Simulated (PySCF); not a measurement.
C7H20BP.
Atom-mapped SMILES: `[BH3-:1][P@+:2]([CH3:3])([CH2:4][CH2:5][CH3:6])[CH:7]([CH3:8])[CH3:9]` (hydrogens: H10, H11, H12 on B1; H13, H14, H15 on C3; H16, H17 on C4; H18, H19 on C5; H20, H21, H22 on C6; H23 on C7; H24, H25, H26 on C8; H27, H28, H29 on C9)

All values: PBE0/pcSseg-1 (PySCF, non-relativistic), on one gas-phase PBE0-D3(BJ)/def2-SVP geometry that isn't relaxed in the solvent. The solvent is an IEF-PCM continuum (van der Waals radii × 1.2). Specific hydrogen bonds and non-electrostatic terms are outside this model.

Gas phase at PBE0/pcSseg-1: HOMO -7.78 eV, LUMO 0.84 eV, dipole 5.14 D.

**Question.** What does the continuum do to the energy, the frontier levels and the dipole at PBE0/pcSseg-1 in chloroform and water?

**Answer.** 
```
   solvent      ε  E(solvent) − E(gas) (kJ/mol)  polarisation term (kJ/mol)  distortion of the solute (kJ/mol)  HOMO (eV)  LUMO (eV)  dipole (D)
chloroform  4.711                        -23.10                      -27.08                               3.98      -7.91       1.17        6.47
     water  78.36                        -33.01                      -41.62                               8.61      -7.97       1.28        7.12
```

The first energy column is the sum of the next two and covers electrostatics alone. From chloroform to water the lowering changes by a factor 1.43, Onsager's factor (ε − 1)/(2ε + 1) by 1.38 and ε itself by 16.6.

**Question.** Which radius a makes the point-dipole formula ΔE = −[(ε − 1)/(2ε + 1)]·μ²/a³ give the value in water, with the gas-phase dipole?

**Answer.** μ = 2.024 au and |ΔE| = 0.01257 Eh give a = 2.87 Å; the farthest nucleus lies 4.39 Å from the centroid of the nuclei, so such a sphere wouldn't even hold the nuclei. The formula assumes a rigid point dipole at the centre of a sphere.

**Question.** Which Hirshfeld charges (PBE0/pcSseg-1) respond most in chloroform (means over atoms taken as equivalent)?

**Answer.** 
| atoms | environment | gas (e) | solvent (e) | change |
| --- | --- | --- | --- | --- |
| B1 | four-coordinate boron | -0.171 | -0.184 | -0.013 |
| H10/H11/H12 | B–H hydrogen | -0.089 | -0.101 | -0.012 |
| H17 | methylene hydrogen | +0.039 | +0.047 | +0.008 |
| H19 | methylene hydrogen | +0.045 | +0.040 | -0.005 |
| P2 | phosphorus bonded to B and 3 C | +0.372 | +0.377 | +0.005 |
| H13/H14/H15 | methyl hydrogen | +0.054 | +0.058 | +0.004 |
| H18 | methylene hydrogen | +0.036 | +0.039 | +0.003 |
| H24/H25/H26 | methyl hydrogen | +0.041 | +0.044 | +0.003 |

**Question.** Which Mayer bond orders change most in chloroform?

**Answer.** 
| bond | length (Å) | gas | solvent | change |
| --- | --- | --- | --- | --- |
| P2–C3 | 1.822 | 1.002 | 1.015 | +0.013 |
| B1–P2 | 1.910 | 0.881 | 0.893 | +0.012 |
| P2–C4 | 1.832 | 0.953 | 0.965 | +0.012 |
| B1–H10 | 1.227 | 0.920 | 0.931 | +0.011 |
| B1–H12 | 1.224 | 0.923 | 0.933 | +0.010 |
| P2–C7 | 1.848 | 0.908 | 0.916 | +0.008 |
| B1–H11 | 1.226 | 0.923 | 0.931 | +0.008 |
| C3–H14 | 1.099 | 0.944 | 0.940 | -0.004 |

**Question.** How do the nuclear quadrupole coupling constants eQVzz/h respond in chloroform?

**Answer.** 
```tsv
nucleus	Q (barn)	gas (MHz)	solvent (MHz)	η gas	η solvent
11B at B1	0.04059	1.34	1.14	0.03	0.04
```

Shape of the structure used: `[BH3-:1][P@+:2]([CH3:3])([CH2:4][CH2:5][CH3:6])[CH:7]([CH3:8])[CH3:9]`: B1–P2–C4–C5 -63°, P2–C4–C5–C6 174°, B1–P2–C7–C8 177°.
